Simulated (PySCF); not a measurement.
## Diatomic cations of Be with group 13

PBE0 with double-zeta basis sets in PySCF, for the lowest determinant that a PBE0 search found; no spin–orbit coupling. De refers to high-spin ground-configuration atoms (the charge goes to the atom of lower measured ionisation energy or higher electron affinity, which is not always the lowest computed limit). A positive dipole points towards Be; it is taken about the centre of mass and depends on that origin.

```
 M               basis  charged atom  state (unpaired electrons)  Re (Å)  ωe (cm⁻¹)  De (eV)  μ (D)
 B           def2-SVPD            B+      singlet (closed shell)   2.212        473     2.26   3.30
Al            def2-SVP           Al+      singlet (closed shell)   2.802        267     0.80   2.40
Ga  cc-pVDZ/cc-pVDZ-PP           Ga+      singlet (closed shell)   2.825        234     0.72   3.75
In  cc-pVDZ/cc-pVDZ-PP           In+      singlet (closed shell)   3.007        207     0.58   3.85
Tl  cc-pVDZ/cc-pVDZ-PP           Tl+      singlet (closed shell)   3.067        192      n/a   4.03
```

The shortest bond is that of BeB⁺ (2.212 Å), the longest that of BeTl⁺ (3.067 Å).

The rows differ in basis set, which adds steps of its own.

Down a group the atoms grow and get heavier, so bonds lengthen and wavenumbers fall; this series shows no clear exception.

Closed-shell solutions of metal pairs were not tested for spin polarisation, which can lower them a little. Spin–orbit coupling is left out. For an ion De counts to the pair picked by the measured ionisation energies or electron affinities, which need not be the lowest pair at this level.
